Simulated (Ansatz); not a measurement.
Diatomic I₂, closed-shell singlet (the spin of the measured ground state). No spin–orbit coupling.

| level | bond energy D_e (kcal/mol) |
|---|---|
| SVWN5/def2-TZVPP | 64.38 |
| r2SCAN/def2-TZVPP | 46.30 |
| B97M-V/def2-TZVPP | 44.51 |
| PBE0/def2-TZVPP | 46.59 |
| BHLYP/def2-TZVPP | 37.52 |
| CAM-B3LYP/def2-TZVPP | 40.70 |
| wB97X-V/def2-TZVPP | 44.51 |
| wB97M-V/def2-TZVPP | 42.43 |
| B2PLYP/def2-TZVPP | 43.46 |
| CCSD/def2-TZVPP | 37.97 |
| CCSD/def2-QZVPP | 42.30 |
| CCSD(T)/def2-TZVPP | 41.86 |
| CCSD(T)/def2-QZVPP | 46.93 |
| CCSD(T)/CBS(def2-TZVPP, def2-QZVPP) | 49.98 |

The rows run from 37.52 (BHLYP/def2-TZVPP) to 64.38 kcal/mol (SVWN5/def2-TZVPP). From def2-TZVPP to def2-QZVPP CCSD(T) changes by 5.08. The 9 functionals in def2-TZVPP without D3 or D4 span 26.87, from BHLYP to SVWN5.

D_e counts from the fitted minimum to each atom's lowest state at the same level, without counterpoise. The singlet is restricted.

Correlated levels freeze the inner cores; with def2 sets outer-core shells near the valence are correlated too. CBS: X⁻³ extrapolation of the correlation energy, Hartree–Fock from the larger set.

Programs: Ansatz (Gaussian orbitals).  In def2 rows elements past Kr take small-core potentials, without spin–orbit coupling.

Ansatz is a quantum-chemistry and plane-wave program.
